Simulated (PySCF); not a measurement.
Species: C₅H₁₀OSi.
Z-matrix (Å and degrees, PBE0-D3(BJ)/def2-SVP geometry), rows numbered from 1:
```
C 
C   1  1.3421
O   2  1.3566  1  123.56
Si  3  1.6811  2  126.79  1    -0.36
C   2  1.4873  1  125.50  3   180.00
C   5  1.5064  2  121.21  1    34.32
C   6  1.4908  5   60.37  2  -110.19
H   1  1.0921  2  122.40  3    -0.12
H   1  1.0901  2  120.64  3   179.97
H   4  1.4856  3  104.86  2   179.95
H   4  1.4930  3  110.65  2    60.60
H   4  1.4932  3  110.63  2   -60.75
H   5  1.0928  2  111.96  1   179.02
H   6  1.0936  5  116.66  7   108.97
H   6  1.0930  5  117.74  7  -109.06
H   7  1.0931  5  117.72  6   109.04
H   7  1.0933  5  116.64  6  -108.96
```

Level: CAM-B3LYP/def2-SVPD in PySCF, non-relativistic, on one gas-phase PBE0-D3(BJ)/def2-SVP geometry that isn't relaxed in the solvent. The solvent is an IEF-PCM continuum (van der Waals radii × 1.2), and excitations are vertical TDDFT with non-equilibrium linear response and a frozen core. Only the electrostatic response of the medium enters.

Gas-phase singlets (H = HOMO, L = LUMO):

```json
{"state": "S1", "E (eV)": "6.123", "λ (nm)": "202", "f": "0.007", "leading configurations": "H→L 81%, H→L+1 12%"}
{"state": "S2", "E (eV)": "6.421", "λ (nm)": "193", "f": "0.179", "leading configurations": "H→L+2 95%"}
{"state": "S3", "E (eV)": "6.616", "λ (nm)": "187", "f": "0.021", "leading configurations": "H→L+1 55%, H→L+3 15%"}
{"state": "S4", "E (eV)": "6.975", "λ (nm)": "178", "f": "0.000", "leading configurations": "H→L+3 40%, H→L+1 26%"}
{"state": "S5", "E (eV)": "7.152", "λ (nm)": "173", "f": "0.011", "leading configurations": "H→L+6 63%, H→L+4 26%"}
```

Q: How does the list change in acetonitrile (ε = 35.69)?

A: 
```
state  E (eV)  λ (nm)      f  leading configurations  change by rank (eV)
   S1   6.172     201  0.012                 H→L 93%               +0.049
   S2   6.317     196  0.228               H→L+2 96%               -0.104
   S3   6.792     183  0.029    H→L+1 64%, H→L+3 18%               +0.176
   S4   7.111     174  0.000    H→L+3 39%, H→L+1 25%               +0.136
   S5   7.298     170  0.015    H→L+6 55%, H→L+4 32%               +0.146
```

Q: The ground-state energy changes by -0.109 eV from gas to acetonitrile. By how much does the total energy of gas-phase S2 change?

A: E(S2) = E(S0) + excitation energy, so it changes by -0.109 − 0.104 = -0.213 eV: it is lowered more than the ground state, which is what a red shift means. This is the vertical state, with the slow part of the continuum still set for S0.

Q: How do the frontier levels move from gas to acetonitrile?

A: 
| orbital | gas (eV) | solvent (eV) | change (eV) | Löwdin shares, gas | Löwdin shares, solvent |
| --- | --- | --- | --- | --- | --- |
| LUMO+2 | 1.56 | 1.52 | -0.04 | C2 31 %, C1 24 %, O3 9 %, H9 6 % | C2 31 %, C1 24 %, O3 9 %, H9 6 % |
| LUMO+1 | 1.28 | 1.38 | +0.10 | Si4 46 %, H10 9 %, H12 8 %, H11 8 % | Si4 50 %, H10 11 %, H12 11 %, H11 11 % |
| LUMO | 1.15 | 1.19 | +0.04 | Si4 38 %, H12 13 %, H11 13 %, H10 12 % | Si4 35 %, O3 13 %, H12 10 %, H11 10 % |
| HOMO | -7.84 | -7.89 | -0.05 | C1 38 %, C2 23 %, O3 14 %, C5 6 % | C1 38 %, C2 23 %, O3 13 %, C5 6 % |
| HOMO-1 | -10.07 | -10.02 | +0.05 | C5 24 %, C7 20 %, O3 18 %, C6 10 % | C7 31 %, C6 28 %, C5 13 %, O3 9 % |
| HOMO-2 | -10.08 | -10.04 | +0.04 | C6 32 %, C7 22 %, C5 14 %, O3 12 % | C5 25 %, O3 19 %, C6 15 %, C7 12 % |
| HOMO-3 | -10.73 | -10.71 | +0.02 | O3 25 %, Si4 20 %, H10 13 %, H11 6 % | O3 24 %, Si4 22 %, H10 14 %, H11 6 % |

The HOMO–LUMO gap goes from 8.98 to 9.08 eV. Rows go by rank; for HOMO-2 and HOMO-1 the atom shares or the degeneracy differ between the runs, so the row needn't follow one orbital. Shares within a degenerate set are those of one arbitrary member.
